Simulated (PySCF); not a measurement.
**Basis and Hamiltonian dependence of the excitation energy of Ni**

Ni [Ar] 3d8 4s2 (3F) → Ni [Ar] 3d7 4s2 5s1 (5F). All values are computed (PySCF 2.14, energy differences of UHF-based or UKS calculations, no spin-orbit coupling). Values in eV.

| basis | Hamiltonian | functions | UHF | r2SCAN | PBE0 | MP2 (valence) | CCSD(T) (valence) |
| --- | --- | --- | --- | --- | --- | --- | --- |
| aug-cc-pVDZ-DK | spin-free X2C | 59 | 9.041 | 11.633 | 11.212 | 11.118 | 10.873 |
| aug-cc-pVDZ | non-relativistic | 59 | 9.491 | 12.041 | 11.625 | 11.526 | 11.276 |
| ANO-RCC-VTZP | spin-free X2C | 59 | 9.391 | 12.079 | 11.686 | 11.621 | 11.406 |
| x2c-TZVPPall with one added diffuse shell each of s, p, d, f type | spin-free X2C | 80 | 8.907 | 11.666 | 11.241 | 11.083 | 10.856 |
| dyall-av2z | non-relativistic | 101 | 9.332 | 12.108 | 11.691 | 11.364 | 11.171 |
| aug-cc-pVTZ with one added diffuse shell each of s, p, d, f, g type | non-relativistic | 118 | 9.282 | 11.967 | 11.554 | 11.477 | n/a |

Frozen in the all-electron rows: valence: [Ar].

At UHF, ANO-RCC-VTZP lies more than 0.3 eV from the median of the rows with comparable relativity. Of these, ANO-RCC-VTZP has no diffuse functions of the l that the added or promoted electron needs.

Non-relativistic rows lack the scalar-relativistic shift. The upper state lies above the first ionisation limit, but in LS coupling its spin forbids autoionisation to the ground ion. A Rydberg-like electron needs more diffuse functions than a valence basis has.
